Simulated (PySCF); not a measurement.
Sb(OH)(TeH)2 (H3OSbTe2), SMILES [Sb]([OH])([TeH])[TeH].

Geometry: r2SCAN-D4/def2-SVP. The structure was generated by enumeration; whether it is a known compound was not checked. The def2 effective core potentials stand for the cores of Sb, Te; spin–orbit coupling is left out. One conformer was computed; it need not be the lowest.

Computed with PySCF with TDDFT-PBE/def2-SVPD.

Vertical excitations. Isolated molecule, no solvent.

Computed excitation energies, oscillator strengths and character:
```
state  energy (eV)  λ (nm)      f                                                                   main pairs
-----  -----------  ------  -----  ---------------------------------------------------------------------------
S1            2.77     447  0.014                                                               HOMO→LUMO 96 %
S2            3.03     409  0.000                                           HOMO−1→LUMO 86 %, HOMO→LUMO+1 13 %
S3            3.23     383  0.023                                           HOMO→LUMO+1 71 %, HOMO→LUMO+2 11 %
S4            3.39     366  0.005                                                             HOMO→LUMO+2 83 %
S5            3.60     345  0.015                                                           HOMO−1→LUMO+1 74 %
S6            3.88     320  0.037  HOMO−1→LUMO+2 45 %, HOMO−2→LUMO 30 %, HOMO−1→LUMO+1 10 %, HOMO−2→LUMO+1 8 %
S7            4.04     307  0.042                                         HOMO−2→LUMO 44 %, HOMO−1→LUMO+2 39 %
S8            4.21     294  0.032                                                           HOMO−2→LUMO+1 69 %
S9            4.29     289  0.037                                                             HOMO→LUMO+3 85 %
S10           4.41     281  0.015                                                             HOMO→LUMO+4 92 %
T1            2.40     516      0                                                               HOMO→LUMO 99 %
T2            2.81     440      0                                           HOMO−1→LUMO 82 %, HOMO→LUMO+1 16 %
T3            2.88     431      0                                           HOMO→LUMO+1 82 %, HOMO−1→LUMO 16 %
T4            3.20     387      0                                         HOMO−2→LUMO 55 %, HOMO−1→LUMO+1 42 %
```
Triplets are in the Tamm–Dancoff approximation, which puts them higher than full response would, so one can lie above its singlet here.
